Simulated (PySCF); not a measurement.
H3F3Si2, singlet, geometry from GFN2-xTB; DF-R2SCAN/6-31G run with PySCF.

The PySCF input:
```python
from pyscf import gto, scf, dft

mol = gto.Mole()
mol.atom = '''
    Si    1.355101    0.085149   -0.290016
    F     2.157111    0.120759    1.109446
    Si   -0.865025   -0.088200    0.239218
    F    -1.512209   -1.281196   -0.616771
    F    -1.658748    1.164503   -0.373312
    H     1.752087    1.325674   -0.950875
    H     1.921096   -1.067441   -0.985785
    H    -1.409625   -0.252116    1.573580
'''
mol.basis = '6-31g'
mol.charge = 0
mol.spin = 0
mol.verbose = 4
mol.max_memory = 1800
mol.build()

mf = dft.RKS(mol)
mf.xc = 'r2scan'
mf = mf.density_fit(auxbasis='def2-universal-jkfit')
mf.kernel()
```

What does PySCF print? Leave out banner, timings and long lists.


```
PySCF version 2.14.0

[INPUT] verbose = 4
[INPUT] num. atoms = 8
[INPUT] num. electrons = 58
[INPUT] charge = 0
[INPUT] spin (= nelec alpha-beta = 2S) = 0
[INPUT] symmetry False subgroup None
[INPUT] Mole.unit = angstrom
[INPUT] Symbol           X                Y                Z      unit          X                Y                Z       unit  Magmom
[INPUT]  1 Si     1.355101000000   0.085149000000  -0.290016000000 AA    2.560769761124   0.160908289781  -0.548050811742 Bohr   0.0
[INPUT]  2 F      2.157111000000   0.120759000000   1.109446000000 AA    4.076349010287   0.228201437076   2.096549089994 Bohr   0.0
[INPUT]  3 Si    -0.865025000000  -0.088200000000   0.239218000000 AA   -1.634660340902  -0.166673844187   0.452056504066 Bohr   0.0
[INPUT]  4 F     -1.512209000000  -1.281196000000  -0.616771000000 AA   -2.857660853102  -2.421109551888  -1.165528271574 Bohr   0.0
[INPUT]  5 F     -1.658748000000   1.164503000000  -0.373312000000 AA   -3.134579429670   2.200591741234  -0.705457439014 Bohr   0.0
[INPUT]  6 H      1.752087000000   1.325674000000  -0.950875000000 AA    3.310964576411   2.505160790457  -1.796893328696 Bohr   0.0
[INPUT]  7 H      1.921096000000  -1.067441000000  -0.985785000000 AA    3.630345298997  -2.017171144132  -1.862863667704 Bohr   0.0
[INPUT]  8 H     -1.409625000000  -0.252116000000   1.573580000000 AA   -2.663805188340  -0.476430191621   2.973635235093 Bohr   0.0

nuclear repulsion = 306.901726332191
number of shells = 35
number of NR pGTOs = 170
number of NR cGTOs = 59
basis = 6-31g
ecp = {}

******** <class 'pyscf.df.df_jk.DFRKS'> ********
method = DFRKS
initial guess = minao
damping factor = 0
level_shift factor = 0
DIIS = <class 'pyscf.scf.diis.CDIIS'>
diis_start_cycle = 1
diis_space = 8
diis_damp = 0
SCF conv_tol = 1e-09
SCF conv_tol_grad = None
SCF max_cycles = 50
direct_scf = False
XC library pyscf.dft.libxc version 7.1.2
    S. Lehtola, C. Steigemann, M. J. T. Oliveira, and M. A. L. Marques,  SoftwareX 7, 1–5 (2018)
XC functionals = r2scan
    J. W. Furness, A. D. Kaplan, J. Ning, J. P. Perdew, and J. Sun,  J. Phys. Chem. Lett. 11, 8208–8215 (2020)
    J. W. Furness, A. D. Kaplan, J. Ning, J. P. Perdew, and J. Sun,  J. Phys. Chem. Lett. 11, 9248–9248 (2020)
    J. W. Furness, A. D. Kaplan, J. Ning, J. P. Perdew, and J. Sun,  J. Phys. Chem. Lett. 11, 8208–8215 (2020)
    J. W. Furness, A. D. Kaplan, J. Ning, J. P. Perdew, and J. Sun,  J. Phys. Chem. Lett. 11, 9248–9248 (2020)
radial grids:
    Treutler-Ahlrichs [JCP 102, 346 (1995); DOI:10.1063/1.469408] (M4) radial grids

becke partition: Becke, JCP 88, 2547 (1988); DOI:10.1063/1.454033
pruning grids: <function nwchem_prune>
grids dens level: 3
symmetrized grids: False
atomic radii adjust function: <function treutler_atomic_radii_adjust>
small_rho_cutoff = 0
Set gradient conv threshold to 3.16228e-05
Initial guess from minao.
tot grids = 110576
init E= -880.498710023782
  HOMO = -0.311019934631578  LUMO = -0.0732450143389856  gap/eV = 6.47019
cycle= 1 E= -879.89348886946  delta_E= 0.605  |g|= 1.01  |ddm|= 2.54
  HOMO = -0.206687807723328  LUMO = -0.0924540634892015  gap/eV = 3.10846
cycle= 2 E= -879.339190682497  delta_E= 0.554  |g|= 2.05  |ddm|= 2.96
  HOMO = -0.303704988579875  LUMO = -0.0735488274226743  gap/eV = 6.26287
cycle= 3 E= -880.081779135667  delta_E= -0.743  |g|= 0.0598  |ddm|= 2.12
  HOMO = -0.297820234039351  LUMO = -0.0710437913457225  gap/eV = 6.17090
cycle= 4 E= -880.082105311244  delta_E= -0.000326  |g|= 0.0637  |ddm|= 0.154
  HOMO = -0.299869195590806  LUMO = -0.0722684375854667  gap/eV = 6.19333
cycle= 5 E= -880.082825361223  delta_E= -0.00072  |g|= 0.0113  |ddm|= 0.0621
  HOMO = -0.300462981333445  LUMO = -0.0724693799063394  gap/eV = 6.20402
cycle= 6 E= -880.082856349077  delta_E= -3.1e-05  |g|= 0.00228  |ddm|= 0.0172
  HOMO = -0.300226684226621  LUMO = -0.0721684139264658  gap/eV = 6.20578
cycle= 7 E= -880.082857804568  delta_E= -1.46e-06  |g|= 0.000474  |ddm|= 0.00339
  HOMO = -0.30023939676102  LUMO = -0.0721762286745065  gap/eV = 6.20591
cycle= 8 E= -880.082857835244  delta_E= -3.07e-08  |g|= 0.000215  |ddm|= 0.000555
  HOMO = -0.300254436057534  LUMO = -0.0721880017632544  gap/eV = 6.20600
cycle= 9 E= -880.082857843392  delta_E= -8.15e-09  |g|= 1.17e-05  |ddm|= 0.000193
  HOMO = -0.300253785612514  LUMO = -0.0721868988426599  gap/eV = 6.20602
cycle= 10 E= -880.082857843445  delta_E= -5.37e-11  |g|= 3.1e-06  |ddm|= 2.71e-05
  HOMO = -0.300253862960867  LUMO = -0.0721872231801843  gap/eV = 6.20601
Extra cycle  E= -880.082857843441  delta_E= 4.09e-12  |g|= 3.2e-06  |ddm|= 1e-05
converged SCF energy = -880.082857843441
```
